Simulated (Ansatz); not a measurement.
Molecule: BNH2 (charge +1, doublet). SMILES of the parent species: B=N

Atoms: B1, N2, H3, H4. Bonds: B1-N2, B1-H3, N2-H4.

Bond lengths (Å) and angles (degrees) optimised at HF/STO-3G with Ansatz (a program for electronic structure); HF/3-21G with Ansatz; PBE/6-31G* with Ansatz; B3LYP/LANL2DZ with Ansatz; B3LYP/6-31G* with Ansatz; MP2/6-31G* with Ansatz, each started from the B3LYP-D3(BJ)/def2-TZVP structure (Ansatz) of the last column. A row stands for all coordinates that are equal there. 6-31G* holds six Cartesian d functions. No wavenumbers were computed at HF/STO-3G, PBE/6-31G*, B3LYP/LANL2DZ, MP2/6-31G*, so these may be saddle points.

```
coordinate  HF/STO-3G  HF/3-21G  PBE/6-31G*  B3LYP/LANL2DZ  B3LYP/6-31G*  MP2/6-31G*  B3LYP-D3(BJ)/def2-TZVP
----------  ---------  --------  ----------  -------------  ------------  ----------  ----------------------
B1-N2           1.307     1.320       1.319          1.328         1.310       1.311                   1.305
B1-H3           1.169     1.159       1.183          1.165         1.173       1.171                   1.168
N2-H4           1.042     1.008       1.026          1.021         1.019       1.018                   1.016
N2-B1-H3        180.0     180.0       180.0          180.0         180.0       180.0                   180.0
B1-N2-H4        180.0     180.0       180.0          180.0         180.0       180.0                   180.0
```

Mean signed difference of all 3 bond lengths from B3LYP-D3(BJ)/def2-TZVP: HF/STO-3G 0.009 Å, HF/3-21G -0.001 Å, PBE/6-31G* 0.013 Å, B3LYP/LANL2DZ 0.008 Å, B3LYP/6-31G* 0.004 Å, MP2/6-31G* 0.004 Å.
